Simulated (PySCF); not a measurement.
Vertical excitations of a molecule C4H4F2O2 from PySCF 2.14.0 with TDA-PBE0/def2-SVPD, as energy in eV (oscillator strength): 4.33 (0.000), 6.61 (0.012), 7.43 (0.034), 7.94 (0.022), 8.06 (0.001), 8.37 (0.014). Lowest triplet (TDA): 3.73 eV. Geometry: r2SCAN-D4/def2-SVP. Other conformers were not sampled.

**Question.** Identify the compound among the candidates.
(A) FC(F)=C1COCO1
(B) FC(F)=C1OCCO1
(C) FC1(F)COC=CO1
(D) O=C1COC(F)(F)C1

**Answer.** D, O=C1COC(F)(F)C1
